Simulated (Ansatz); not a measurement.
```csv
atom,x (Å),y (Å),z (Å)
H,-0.0070,0.0401,-1.2429
Cl,-0.0224,0.0447,0.0725
```

Basis set: aug-cc-pVDZ (spherical functions). Left uncorrelated: 5 orbitals. Charge 0, multiplicity 1.

Computed with Ansatz (development build ahead of 0.2.0); each method stands on the lowest determinant of its kind that the runs found. Restricted open shells among the atoms or ions are ROHF, correlated in semicanonical orbitals with singles.

Problem. Give the atomization energy at this shape (free ground-state atoms in the same class of orbitals less the molecule, no zero-point energy) of singlet HCl by RHF-MP2, RHF.

Solution.

| method | atomization energy |
| --- | --- |
| RHF-MP2 | 99.86 kcal/mol |
| RHF | 77.76 kcal/mol |
